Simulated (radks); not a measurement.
Results of a calculation; reference values are marked as such.
Question: Neutral helium, configuration [He]. Level of theory: scalar-relativistic Kohn-Sham, r2SCAN, spin-unpolarised, spherical densities, finite nucleus; meta-GGA in the generalised Kohn-Sham scheme; Gaussian nuclear charge, rms radius 1.6755 fm; hard spherical wall at 3 bohr (a radial shooting solver on a logarithmic mesh with Libxc functionals). Some entries of the table are withheld. Estimate them.

orbital  occ.  eigenvalue (eV)  <1/r> (bohr^-1)  r(max) (bohr)
1s          2         -14.9512            1.739         0.5632
2p          0          22.4085              (1)            (2)
2s          0              (3)              (4)            (5)

Answer: 
(1) 2p <1/r> (bohr^-1): 0.6908
(2) 2p r(max) (bohr): 1.648
(3) 2s eigenvalue (eV): 31.1501
(4) 2s <1/r> (bohr^-1): 1.112
(5) 2s r(max) (bohr): 1.963
